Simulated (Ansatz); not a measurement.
| atom | x (Å) | y (Å) | z (Å) |
| --- | --- | --- | --- |
| B | 1.2100 | 0.0000 | 0.0000 |
| B | -1.2100 | 0.0000 | 0.0000 |
| B | 0.0000 | 0.9400 | 0.0000 |
| B | 0.0000 | -0.9400 | 0.0000 |

Basis set: cc-pVDZ (spherical functions). Left uncorrelated: 4 orbitals. Charge 0, multiplicity 1.

Computed with Ansatz (development build ahead of 0.2.0); the reference of a correlated method needn't be the lowest determinant of its kind. Restricted open shells among the atoms or ions are ROHF, correlated in semicanonical orbitals with singles.

(1) Give the atomization energy at this shape (free ground-state atoms in the same class of orbitals less the molecule, no zero-point energy) of singlet B4 by RHF-CCSD(T), RHF-CCSD.

Answers

(1)

```csv
method,atomization energy
RHF-CCSD(T),12.17 eV
RHF-CCSD,11.47 eV
```

Caution: large share of triples, a single reference is doubtful; no unrestricted run beside it, a lower state can exist; the reference determinant was not shown to be the lowest.
